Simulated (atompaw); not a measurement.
## Au PAW (atompaw): all-electron and pseudo phase curves

Au, PAW, made with atompaw 4.2.0.5 (PBE, scalar-relativistic). Core [Kr] 4d10 4f14 5s2, reference 5p6 5d10 6s1 6p0. Waves: 6s (bound); 6s channel at 0.15 Ry; 5p (bound); 6p (bound, empty); 5d (bound); 5d channel at 0.05 Ry. Local part: troulliermartins scheme with l = 3 at 0 Ry, radius 2.80 bohr. Core correction: smooth core density matched at 2.05 bohr. Augmentation charge: sinc compensation charge, radius 2.70 bohr; PAW radius 2.85 bohr; waves and projectors: bloechl.

The phase is arctan(r·u′/u) with u = r·R(r), unwrapped; energies in Ry, scanned from -6 to 5 Ry. A pole is an energy at which the radial function vanishes at the test radius. The pseudo phase is shifted by a multiple of π to meet the all-electron one at the reference energy, and phase errors are pseudo minus all-electron; the curves can meet again beyond the range given. Levels narrower than the energy grid can be missing from the lists of poles. Where the grid stepped over a known ghost or core level, its pole and its step of π were put in at the level’s energy.

```tsv
channel	radius (bohr)	reference energy (Ry)	poles, all-electron	poles, pseudo	unbroken range about the reference energy with phases within 0.05 rad	phase error 1 Ry above the reference energy (rad)
s	2.86	-0.42	0.85	-0.47, 0.86	-0.5 to 2.8	+0.000
p	2.86	-0.06	-4.37, 2.27	-4.37, 2.31	below 4.6	+0.003
d	2.86	-0.51	-0.30, 4.71	-0.30, 4.88	the whole range	+0.000
```

Note: ghost state, extra bound levels that the all-electron valence spectrum of the same l lacks: s at -6.4 eV. A true bound ghost makes a file unfit for plane-wave use.

Phases in the d channel:

```json
{"E (Ry)": "-6.00", "all-electron": "1.429", "pseudo": "1.429"}
{"E (Ry)": "-5.76", "all-electron": "1.426", "pseudo": "1.427"}
{"E (Ry)": "-5.52", "all-electron": "1.423", "pseudo": "1.423"}
{"E (Ry)": "-5.28", "all-electron": "1.420", "pseudo": "1.420"}
{"E (Ry)": "-5.04", "all-electron": "1.417", "pseudo": "1.417"}
{"E (Ry)": "-4.80", "all-electron": "1.413", "pseudo": "1.413"}
{"E (Ry)": "-4.56", "all-electron": "1.409", "pseudo": "1.409"}
{"E (Ry)": "-4.32", "all-electron": "1.404", "pseudo": "1.404"}
{"E (Ry)": "-4.08", "all-electron": "1.399", "pseudo": "1.399"}
{"E (Ry)": "-3.84", "all-electron": "1.394", "pseudo": "1.394"}
{"E (Ry)": "-3.60", "all-electron": "1.388", "pseudo": "1.388"}
{"E (Ry)": "-3.36", "all-electron": "1.382", "pseudo": "1.382"}
{"E (Ry)": "-3.12", "all-electron": "1.374", "pseudo": "1.374"}
{"E (Ry)": "-2.88", "all-electron": "1.366", "pseudo": "1.366"}
{"E (Ry)": "-2.64", "all-electron": "1.356", "pseudo": "1.356"}
{"E (Ry)": "-2.40", "all-electron": "1.345", "pseudo": "1.345"}
{"E (Ry)": "-2.16", "all-electron": "1.331", "pseudo": "1.331"}
{"E (Ry)": "-1.92", "all-electron": "1.314", "pseudo": "1.314"}
{"E (Ry)": "-1.68", "all-electron": "1.292", "pseudo": "1.292"}
{"E (Ry)": "-1.44", "all-electron": "1.260", "pseudo": "1.260"}
{"E (Ry)": "-1.20", "all-electron": "1.208", "pseudo": "1.209"}
{"E (Ry)": "-0.96", "all-electron": "1.101", "pseudo": "1.101"}
{"E (Ry)": "-0.72", "all-electron": "0.663", "pseudo": "0.663"}
{"E (Ry)": "-0.48", "all-electron": "-1.246", "pseudo": "-1.246"}
{"E (Ry)": "-0.24", "all-electron": "-1.620", "pseudo": "-1.620"}
{"E (Ry)": "0.00", "all-electron": "-1.731", "pseudo": "-1.731"}
{"E (Ry)": "0.24", "all-electron": "-1.800", "pseudo": "-1.800"}
{"E (Ry)": "0.48", "all-electron": "-1.860", "pseudo": "-1.860"}
{"E (Ry)": "0.72", "all-electron": "-1.925", "pseudo": "-1.925"}
{"E (Ry)": "0.96", "all-electron": "-2.009", "pseudo": "-2.008"}
{"E (Ry)": "1.20", "all-electron": "-2.128", "pseudo": "-2.127"}
{"E (Ry)": "1.44", "all-electron": "-2.321", "pseudo": "-2.317"}
{"E (Ry)": "1.68", "all-electron": "-2.663", "pseudo": "-2.652"}
{"E (Ry)": "1.92", "all-electron": "-3.217", "pseudo": "-3.194"}
{"E (Ry)": "2.16", "all-electron": "-3.773", "pseudo": "-3.748"}
{"E (Ry)": "2.40", "all-electron": "-4.116", "pseudo": "-4.097"}
{"E (Ry)": "2.64", "all-electron": "-4.307", "pseudo": "-4.293"}
{"E (Ry)": "2.88", "all-electron": "-4.423", "pseudo": "-4.411"}
{"E (Ry)": "3.12", "all-electron": "-4.500", "pseudo": "-4.489"}
{"E (Ry)": "3.36", "all-electron": "-4.555", "pseudo": "-4.545"}
{"E (Ry)": "3.60", "all-electron": "-4.596", "pseudo": "-4.586"}
{"E (Ry)": "3.84", "all-electron": "-4.629", "pseudo": "-4.619"}
{"E (Ry)": "4.08", "all-electron": "-4.656", "pseudo": "-4.646"}
{"E (Ry)": "4.32", "all-electron": "-4.680", "pseudo": "-4.669"}
{"E (Ry)": "4.56", "all-electron": "-4.700", "pseudo": "-4.689"}
{"E (Ry)": "4.80", "all-electron": "-4.719", "pseudo": "-4.707"}
```
